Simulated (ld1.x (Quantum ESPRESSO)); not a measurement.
Which change was made? (Tl, TM semilocal)

| Item | Value |
| --- | --- |
| Element | Tl |
| Generator | ld1.x (Quantum ESPRESSO) 7.5 |
| Type | norm-conserving Troullier–Martins (semilocal form) |
| Functional | PBE |
| Relativity | scalar-relativistic |
| Frozen core | [Xe] 4f14 5d10 |
| Valence charge | 3 |
| Reference configuration | 6s2 6p1 |
| Partial waves | 6s (bound): rc 2.10 bohr; 6p (bound): rc 2.50 bohr |
| Local potential | the p channel |
| Core correction | none |

Cutoffs, loose and tight: the cutoffs (Ry, on a coarse ladder) from which the occupation-weighted sum of valence levels, in a spherical-Bessel basis at the reference potential, stays within 10 and 1 mRy of its value at 400 Ry. They do not see the model core or the augmentation charge, which bear on the density cutoff. Test errors are all-electron minus pseudo excitation energies from the reference, over the configurations 6s2 6p0; 6s1 6p0; 6s2 6p0.5; 6s2 6p1.3; 6s0 6p3; 6s1 6p2; 6s1 6p1; variants that change the core or the reference have their own tests.

The base gives: outcome: generated; cutoff, loose: 18 Ry; cutoff, tight: 30 Ry; bound ghosts: none; largest test error (meV): +190.

Q: After one change the result is: outcome: generated; cutoff, loose: 8 Ry; cutoff, tight: 15 Ry; bound ghosts: none; largest test error (meV): +85. Which change was it?
A. reference 6s2 6p0
B. wave 6s (bound): rc 2.10 bohr becomes 6s (bound): rc 3.14 bohr
C. type ultrasoft, which also changes the form from semilocal to separable; waves now 6s (bound): rcut 1.85, rcutus 2.10 bohr; 6s channel at 0.4 Ry: rcut 1.85, rcutus 2.10 bohr; 6p (bound): rcut 2.15, rcutus 2.50 bohr; 6p channel at 0.4 Ry: rcut 2.15, rcutus 2.50 bohr; local potential all-electron potential smoothed inside 2.30 bohr (lloc = -1); augmentation built from norm-conserving waves at rcut, not smoothed further

A: B. The others give: type ultrasoft, which also changes the form from semilocal to separable; waves now 6s (bound): rcut 1.85, rcutus 2.10 bohr; 6s channel at 0.4 Ry: rcut 1.85, rcutus 2.10 bohr; 6p (bound): rcut 2.15, rcutus 2.50 bohr; 6p channel at 0.4 Ry: rcut 2.15, rcutus 2.50 bohr; local potential all-electron potential smoothed inside 2.30 bohr (lloc = -1); augmentation built from norm-conserving waves at rcut, not smoothed further → outcome: generated; cutoff, loose: 8 Ry; cutoff, tight: 10 Ry; bound ghosts: none; largest test error (meV): +199 | reference 6s2 6p0 → outcome: generated; cutoff, loose: 21 Ry; cutoff, tight: 30 Ry; bound ghosts: none; largest test error (meV): +487. In the semilocal form every listed channel keeps its own potential, so the choice of the local channel does not act on these tests. It acts once the file is put into the separable form.
